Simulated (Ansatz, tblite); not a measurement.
Forces on [RuO3N]- (RuNO3⁻) at its PBE-D4/def2-SVPD geometry. Charge -1, multiplicity 1.

In the def2 sets Ru takes a core potential; there is no spin–orbit coupling. The xTB rows come from tblite. The restricted singlet is unstable towards broken spin symmetry in Hartree–Fock (as tested in another run); at r2SCAN-D4/def2-TZVPD this wasn't settled.

GFN1-xTB (tblite), largest force 3.35 eV/Å:

```xyz
5
positions Å, forces eV/Å
Ru    0.000   -0.002   -0.001    0.621   -2.209   -1.116
O     1.625    0.131   -0.625   -3.102   -0.075    1.261
O    -0.092   -1.271    1.194    0.124    2.559   -2.157
O    -1.128   -0.303   -1.298    2.071    0.740    2.525
N    -0.406    1.444    0.730    0.285   -1.015   -0.513
```

GFN2-xTB (tblite), largest force 1.81 eV/Å:

```
Ru 0.292 -1.041 -0.526
O -1.667 0.033 0.706
O 0.046 1.431 -1.108
O 1.079 0.466 1.377
N 0.250 -0.889 -0.449
```

r2SCAN-D4/def2-TZVPD (Ansatz), largest force 0.78 eV/Å:

```
Ru -0.031 0.112 0.056
O -0.684 -0.070 0.257
O 0.043 0.523 -0.513
O 0.481 0.113 0.542
N 0.190 -0.677 -0.342
```
